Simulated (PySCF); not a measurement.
Computed properties of C₄H₉FSi, SMILES FC1(CCC1)[SiH3]

C₄H₉FSi, SMILES C1(F)(CCC1)[SiH3]. Coordinates come from a PBE0-D3(BJ)/def2-SVP optimisation. The structure was generated by enumeration, and PubChem lists no compound with its InChIKey, so it may never have been made. Other conformers were not sampled. All values are computed for the isolated molecule unless a solvent is named; none is compared with measurement here.

**Structure.** The optimised structure has Cs symmetry. All 39 harmonic modes at PBE0-D3(BJ)/def2-SVP (PySCF) are real, so it is a minimum. With heavy atoms numbered as in [F:1][C:2]1([SiH3:3])[CH2:4][CH2:5][CH2:6]1, the shortest bond between them is F1–C2 at 1.387 Å and the longest C2–Si3 at 1.907 Å.

**Vibrations.** The strongest infrared lines (harmonic, unscaled, degenerate partners summed) lie at 909 cm⁻¹ (213 km/mol, H 88 %, Si 9 %), 2250 cm⁻¹ (102 km/mol, H 96 %), 2244 cm⁻¹ (94 km/mol, H 97 %). The softest mode is at 147 cm⁻¹ and the zero-point energy is 73.9 kcal/mol.

**Electronic structure.** CAM-B3LYP/def2-TZVP (PySCF) places the frontier levels at -9.29 and 1.51 eV, a gap of 10.80 eV, and gives a dipole moment of 1.76 D and a mean polarisability of 71.8 bohr³. PBE/def2-TZVP (PySCF) at the same geometry gives -6.54 and -0.27 eV, so its gap is 4.53 eV narrower. An orbital gap is neither the optical nor the fundamental gap.

**Excitations.** TDA-M06-2X/def2-SVPD (PySCF) has S1 at 7.56 eV (164 nm, f = 0.039, weak); the most intense of the 10 singlets computed lies at 8.43 eV (f = 0.15). T1 (TDA) is at 7.11 eV, 0.45 eV under S1. TDA-PBE/def2-SVPD (PySCF) puts S1 at 6.43 eV. No vertical singlet excitation falls in the visible range (under 3.1 eV).

**NMR.** GIAO shifts at KT2/pcSseg-1 (PySCF) (non-relativistic, atoms alike by connectivity averaged): ¹³C from 16.4 to 92.6 ppm against TMS; ¹H from 1.8 to 4.2 ppm against TMS; ²⁹Si at -68.9 ppm against TMS; ¹⁹F at -180.2 ppm against CFCl3.

**Solvation.** SMD-B3LYP/6-31G* (PySCF) gives 1.4 kcal/mol in water, -3.2 kcal/mol in ethanol, -3.1 kcal/mol in methanol (1 M in both phases, gas-phase geometry); of these solvents ethanol holds the molecule best.
